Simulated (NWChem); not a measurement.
Species: PbHF, singlet; SMILES [F][PbH]

All runs: NWChem. Medium grid unless said otherwise, to which SCAN and Minnesota functionals are sensitive. Low-valent species are run as closed-shell singlets; no triplet was tried in these runs. The geometry was optimised at PBE0-D3(BJ)/def2-TZVP. def2 effective core potentials on Pb; no spin-orbit coupling.

### Question
Order these by “highest occupied level (eV)”, lowest first: r2SCAN/def2-SVP; B3LYP/def2-SVP; CAM-B3LYP/def2-SVP; LC-BLYP (range parameter 0.33 per bohr)/def2-SVP.

### Answer
LC-BLYP (range parameter 0.33 per bohr)/def2-SVP (-9.07), CAM-B3LYP/def2-SVP (-8.22), B3LYP/def2-SVP (-6.79), r2SCAN/def2-SVP (-6.12)
